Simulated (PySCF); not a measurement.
C₄H₇FSi, SMILES [SiH2](F)/C=C\C=C.

Geometry optimised at B3LYP-D3(BJ)/def2-SVP. The structure was generated by enumeration; whether it is a known compound was not checked. One conformer was computed; it need not be the lowest.

These are PySCF with TDA-M06-2X/def2-SVPD values and carry that method's errors.

Vertical excitations.  State labels are in the subgroup Cs.

```json
[
 {"state": "S1", "symmetry": "A'", "energy (eV)": "5.94", "λ (nm)": "209", "f": "0.927", "main pairs": "HOMO→LUMO 93 %"},
 {"state": "S2", "symmetry": "A\"", "energy (eV)": "6.12", "λ (nm)": "203", "f": "0.002", "main pairs": "HOMO−1→LUMO 93 %"},
 {"state": "S3", "symmetry": "A\"", "energy (eV)": "6.50", "λ (nm)": "191", "f": "0.000", "main pairs": "HOMO→LUMO+1 73 %, HOMO→LUMO+2 18 %"},
 {"state": "S4", "symmetry": "A\"", "energy (eV)": "6.94", "λ (nm)": "179", "f": "0.002", "main pairs": "HOMO→LUMO+2 74 %, HOMO→LUMO+1 15 %"},
 {"state": "S5", "symmetry": "A'", "energy (eV)": "7.24", "λ (nm)": "171", "f": "0.002", "main pairs": "HOMO→LUMO+5 56 %, HOMO−2→LUMO 39 %"},
 {"state": "S6", "symmetry": "A\"", "energy (eV)": "7.28", "λ (nm)": "170", "f": "0.043", "main pairs": "HOMO→LUMO+3 75 %"},
 {"state": "S7", "symmetry": "A\"", "energy (eV)": "7.52", "λ (nm)": "165", "f": "0.007", "main pairs": "HOMO→LUMO+4 83 %"},
 {"state": "S8", "symmetry": "A\"", "energy (eV)": "7.56", "λ (nm)": "164", "f": "0.000", "main pairs": "HOMO−4→LUMO 84 %"},
 {"state": "S9", "symmetry": "A'", "energy (eV)": "7.85", "λ (nm)": "158", "f": "0.115", "main pairs": "HOMO−2→LUMO 51 %, HOMO→LUMO+5 25 %, HOMO−3→LUMO 13 %"},
 {"state": "S10", "symmetry": "A\"", "energy (eV)": "7.94", "λ (nm)": "156", "f": "0.001", "main pairs": "HOMO−5→LUMO 80 %"},
 {"state": "T1", "symmetry": "A'", "energy (eV)": "3.30", "λ (nm)": "376", "f": "0", "main pairs": "HOMO→LUMO 95 %"},
 {"state": "T2", "symmetry": "A'", "energy (eV)": "5.21", "λ (nm)": "238", "f": "0", "main pairs": "HOMO→LUMO+5 38 %, HOMO−2→LUMO 36 %, HOMO−3→LUMO 21 %"},
 {"state": "T3", "symmetry": "A\"", "energy (eV)": "5.77", "λ (nm)": "215", "f": "0", "main pairs": "HOMO−1→LUMO 93 %"},
 {"state": "T4", "symmetry": "A\"", "energy (eV)": "6.43", "λ (nm)": "193", "f": "0", "main pairs": "HOMO→LUMO+1 73 %, HOMO→LUMO+2 15 %"}
]
```
Triplets are in the Tamm–Dancoff approximation.
